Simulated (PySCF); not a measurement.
Compound: C3H2FNSe.
Numbering: `[F:1][c:2]1[cH:3][cH:4][se:5][n:6]1` (hydrogens: H7 on C3; H8 on C4)

Level of theory: PySCF 2.14.0, PBE0-D3(BJ)/def2-SVP geometry optimisation, gas phase.

(1) Give the optimised bond lengths and angles.

Answers

(1) 
```tsv
bond	length (bohr)
F1–C2	2.497
C2–C3	2.708
C3–C4	2.574
C4–Se5	3.502
Se5–N6	3.404
C2–N6	2.440
C3–H7	2.060
C4–H8	2.061
```

A selection of angles:
```tsv
angle	degrees
F1–C2–C3	119.8
F1–C2–N6	119.3
C3–C2–N6	120.9
C2–C3–C4	111.1
C2–C3–H7	123.3
C4–C3–H7	125.5
C3–C4–Se5	109.3
C3–C4–H8	127.3
Se5–C4–H8	123.4
C4–Se5–N6	90.4
C2–N6–Se5	108.3
```

The 5-membered ring C2–C3–C4–Se5–N6 has internal angles of 90.4° to 120.9° (sum 540°, against 540° for a flat polygon); it is planar, 0.00 Å rms from its mean plane, widest ring torsion 0°. The 6 heavy atoms lie in one plane (0.000 Å rms). The 2 C–C bonds span 1.362 Å (C3–C4, aromatic) to 1.433 Å (C2–C3, aromatic), a spread of 0.071 Å.

Point group: Cs (tolerance 0.08 Å). Not checked by PBE0-D3(BJ)/def2-SVP frequencies.

The run took 47 s of wall time on one thread of an Arm Neoverse V1, shared host with 32 logical CPUs at a one-minute load of 26, and the process peaked at 0.47 GiB of memory. This is the geometry optimisation.
